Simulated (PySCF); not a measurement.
# A survey of ¹⁵N NMR shifts

Computed data (PySCF 2.14.0 with density-fitted response routines): σ from GIAO-PBE0/pcSseg-1, GFN2-xTB structure. One computed conformer, relativity neglected, isolated molecule, rapidly exchanging positions averaged.

Shieldings were converted by a linear fit to measured shifts: ¹⁵N: δ = -148.07 − 0.921σ (rms 6.3 ppm, 71 shifts vs CH3NO2, solution or neat liquid). Occasional misses reach two or three times the rms, and more in compound classes unlike the fitted ones.

Task: Give the ¹⁵N shifts of `c1ccn2cccc2c1`, `[SiH3]C[Si@@H]1CCCN1`, `C[C@]1(/C=C\F)CN[SiH2]N1`.

Result: 
```tsv
compound	environment	δ (ppm)
c1ccn2cccc2c1	pyrrole-type ring nitrogen	-192.3
[SiH3]C[Si@@H]1CCCN1	nitrogen bonded to C, Si, H, in a 5-membered ring	-359.5
[CH3:1][C@:2]1(/[CH:3]=[CH:4]\[F:5])[CH2:6][NH:7][SiH2:8][NH:9]1	N9: nitrogen bonded to C, Si, H, in a 5-membered ring	-345.5
[CH3:1][C@:2]1(/[CH:3]=[CH:4]\[F:5])[CH2:6][NH:7][SiH2:8][NH:9]1	N7: nitrogen bonded to C, Si, H, in a 5-membered ring	-377.5
```

Task: Order these by ¹⁵N shift, lowest first.
A. c1ccn2cccc2c1
B. CC[Si@@H]1CC[Si@H]1N
C. C=CN(CC)[SiH2][SiH3]
D. C=C1C[C@@H]1NC

Result: B (-385.0 ppm, nitrogen bonded to Si, 2 H), D (-347.3 ppm, amine nitrogen), C (-322.1 ppm, enamine nitrogen), A (-192.3 ppm, pyrrole-type ring nitrogen).
